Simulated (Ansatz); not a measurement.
`[CH3][GeH]([Cl])[SeH]` + H₂O → `[CH3][GeH]([OH])[Cl]` + H₂Se at 400 K and 1 bar (formal hydrolysis of a Ge–Se bond).

Calculated with Ansatz (gas phase, PBE0-D4/def2-TZVP geometries, no zero-point term in ΔE). CCSD(T)/CBS adds triple-zeta CCSD(T) − MP2 to the extrapolated MP2 energy (def2 sets, frozen cores). This one scheme is used for every species. For Ge, Se outer-core shells are correlated without core-valence functions, which leaves a few kJ/mol of doubt a bond. Scalar relativity is left out up to krypton. Each species was taken in one conformer, which may not be the lowest.

```csv
species,CCSD(T)/CBS energy (Eh),H − E (kJ/mol),S (J/(mol·K))
`[CH3][GeH]([Cl])[SeH]`,-4977.73636,176.9,406.2
H₂O,-76.37941,69.8,198.6
`[CH3][GeH]([OH])[Cl]`,-2652.20691,188.6,377.4
H₂Se,-2401.89790,49.4,229.5
```

H − E and S are ideal-gas, rigid-rotor, harmonic terms from PBE0-D4/def2-TZVP, for one conformer and one mirror image of each species. 1 Eh = 2625.50 kJ/mol, R = 8.31446 J/(mol·K).

Task: By hand: ΔE, ΔH, ΔS and ΔG.

Result: ΔE = (-2652.20691) + (-2401.89790) − (-4977.73636) − (-76.37941) = 0.01096 Eh = 28.8 kJ/mol. Δ(H − E) = 188.6 + 49.4 − 176.9 − 69.8 = -8.7, so ΔH = 20.1 kJ/mol. ΔS = 377.4 + 229.5 − 406.2 − 198.6 = 2.1 J/(mol·K). ΔG = 20.1 − 400 × (2.1)/1000 = 19.3 kJ/mol.

Task: By hand: the equilibrium constant, and the temperature at which ΔG would vanish if ΔH and ΔS stayed fixed.

Result: log₁₀ K = −ΔG/(RT ln 10) = -2.5. ΔG = 0 at ΔH/ΔS = 9571 K, far beyond where these terms or the molecules hold.

The number of gas molecules stays the same, so ΔS is small and ΔH decides. A doubt of 5 kJ/mol in ΔE shifts log₁₀ K by 0.7 here. Other conformers and mirror images would add mixing entropy, several J/(mol·K) or more a flexible species. These are equilibria of isolated gas molecules and say nothing of rates. Largest T1 diagnostic: 0.010 (customary marks: 0.02 for closed shells, 0.045 for open ones).
